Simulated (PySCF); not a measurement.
Gas-phase reaction: Ga2F6 + Br2 → 2 GaBr + 3 F2

Method: PySCF energies plus ideal-gas RRHO corrections (1 bar). † marks an energy on the PBE0/def2-TZVP geometry and frequencies; other levels use their own. CCSD(T) freezes the core. 6-31G* has spherical d functions here. All species are closed-shell singlets. B3LYP is the form with VWN-RPA correlation. Br, Ga: all electrons, no relativistic terms. Ga2F6: computed as isolated molecules; such fragments, hydroxides, amides, oligomers or adducts are transient or little studied in the gas. CCSD(T) isn't extrapolated to the basis-set limit.

```
level              ΔH°(298 K), kJ
-----------------  --------------
B3LYP/6-31G*                 1753
BLYP/def2-TZVP†        (withheld)
CCSD(T)/def2-SVP†      (withheld)
HF/def2-TZVP†          (withheld)
PBE/def2-TZVP†               1719
PBE0/def2-QZVP†              1845
PBE0/def2-TZVP               1822
r2SCAN/def2-TZVP†      (withheld)
```

Task: Complete the blanks.

Result: 
- BLYP/def2-TZVP†, ΔH°(298 K), kJ: 1670
- CCSD(T)/def2-SVP†, ΔH°(298 K), kJ: 1900
- HF/def2-TZVP†, ΔH°(298 K), kJ: 1989
- r2SCAN/def2-TZVP†, ΔH°(298 K), kJ: 1875
